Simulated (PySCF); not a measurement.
Identify the unknown among the candidates.

All candidates are C7H12BN.

* UV, strongest line: among the 10 lowest singlet transitions: S9 at 6.73 eV (184 nm, f = 0.177) [TDDFT PBE0/def2-SVPD]
* 1H NMR: chemical shifts (computed TMS as zero) by class: 7.55 (2 H), 7.32 (2 H), 7.21 (1 H), 2.82 (2 H), 2.51 (2 H), 2.20 (3 H) ppm [GIAO CAM-B3LYP/pcSseg-1]
* 13C NMR: chemical shifts (computed TMS as zero) by class: 160.2 (1 C), 145.2 (2 C), 136.9 (2 C), 134.7 (1 C), 31.2 (1 C) ppm [GIAO CAM-B3LYP/pcSseg-1]
* UV, first state: lowest singlet excitation: 5.31 eV (234 nm, f = 0.002) [TDDFT PBE0/def2-SVPD]
* NMR, other nuclei: isotropic shieldings of nuclei other than C and H, by class: 111 (1 B), 208 (1 N) ppm [GIAO CAM-B3LYP/pcSseg-1]
* Dipole: 5.10 D [PBE0/def2-SVPD]
* Valence photoelectron: vertical ionisation energy: 8.35 eV [ΔSCF PBE0/def2-SVPD]
* Polarisability: 107.7 au [PBE0/def2-SVPD]
* Triplet: lowest triplet excitation (Tamm–Dancoff): 4.01 eV [TDA PBE0/def2-SVPD]
* Rotational structure: rotational constants A, B, C: 3.167, 1.012, 0.929 GHz [PBE0-D3(BJ)/def2-SVP]

Electronic properties: PySCF, gas phase, density fitting. Levels stand in brackets. Isolated species at its PBE0-D3(BJ)/def2-SVP geometry (one conformer only). NMR values are class means; diastereotopic atoms form classes of their own.

Task: Which candidate is it?
A. `C[C@@H]1CCCCB1C#N`
B. `C[NH2+][BH2-]c1ccccc1`
C. `CC#C[B@@H-](CC)[N+]#CC`
D. `CB(C)C(C#N)=C(C)C`

Result: B. It is `C[NH2+][BH2-]c1ccccc1`. Numbering: `[CH3:1][NH2+:2][BH2-:3][c:4]1[cH:5][cH:6][cH:7][cH:8][cH:9]1`. 7 carbons fall into 5 classes; from least to most shielded: substituted aromatic carbon [C4] (160.2 ppm), aromatic CH carbon [C5/C9] (145.2 ppm, 2 C, up to 5.0 ppm apart in this geometry), aromatic CH carbon [C6/C8] (136.9 ppm, 2 C), aromatic CH carbon [C7] (134.7 ppm), N-methyl carbon [C1] (31.2 ppm). Hydrogen classes from least to most shielded: 2 H on the ortho carbons, C5/C9 (7.55 ppm), 2 H on the meta carbons, C6/C8 (7.32 ppm), 1 H on the para carbon, C7 (7.21 ppm), 2 H on a four-coordinate boron, B3 (2.82 ppm), 2 H on a nitrogen bonded to B, C and 2 H, N2 (2.51 ppm), 3 H on an N-methyl carbon, C1 (2.20 ppm). The other shieldings belong to: 111 ppm, four-coordinate boron [B3]; 208 ppm, nitrogen bonded to B, C and 2 H [N2]. The first electron is taken from the HOMO, whose largest Löwdin shares are 0.23 on the substituted aromatic carbon, 0.22 on an aromatic CH carbon and 0.11 on each of 2 atoms of one kind (aromatic CH carbon). The optimised geometry has point group C1 and is an asymmetric top.

The others, at the same levels:
- `C[C@@H]1CCCCB1C#N` fails: it has 7 carbon classes against 5; its computed 13C shifts are 130.8 (1 C), 38.4 (1 C), 34.3 (1 C), 29.3 (1 C), 29.2 (1 C), 24.8 (1 C), 18.1 (1 C) ppm, 1H shifts are 1.85 (1 H), 1.81 (1 H), 1.79 (1 H), 1.79 (1 H), 1.36 (1 H), 1.33 (3 H), 1.25 (1 H), 1.13 (1 H), 0.74 (1 H), 0.38 (1 H) ppm and lowest singlet excitation is 4.57 eV (271 nm, f = 0.001) (against 5.31 eV).
- `CB(C)C(C#N)=C(C)C` fails: it has 6 carbon classes against 5; its computed 13C shifts are 183.6 (1 C), 126.4 (1 C), 125.9 (1 C), 28.0 (1 C), 25.2 (1 C), 16.4 (2 C) ppm, 1H shifts are 2.26 (3 H), 1.96 (3 H), 1.14 (6 H) ppm and lowest singlet excitation is 4.96 eV (250 nm, f = 0.221) (against 5.31 eV).
- `CC#C[B@@H-](CC)[N+]#CC` fails: it has 7 carbon classes against 5; its computed 13C shifts are 117.7 (1 C), 97.0 (1 C), 96.9 (1 C), 17.3 (1 C), 14.5 (1 C), 4.5 (1 C), 0.6 (1 C) ppm, 1H shifts are 2.54 (1 H), 2.21 (3 H), 1.71 (3 H), 0.85 (3 H), 0.60 (1 H), 0.29 (1 H) ppm and lowest singlet excitation is 4.45 eV (278 nm, f = 0.002) (against 5.31 eV).

Each candidate is one conformer, not necessarily the lowest. The conformers computed, where there is a choice (atom-mapped SMILES and torsion angles):
- `[CH3:1][NH2+:2][BH2-:3][c:4]1[cH:5][cH:6][cH:7][cH:8][cH:9]1`: C1–N2–B3–C4 -65°, N2–B3–C4–C5 105°
- `[CH3:1][B:2]([CH3:3])[C:4]([C:5]#[N:6])=[C:7]([CH3:8])[CH3:9]`: C1–B2–C4–C5 142°
- `[CH3:1][C:2]#[C:3][B@@H-:4]([CH2:5][CH3:6])[N+:7]#[C:8][CH3:9]`: C3–B4–C5–C6 180°

The conformers of `C[C@@H]1CCCCB1C#N` aren't listed.
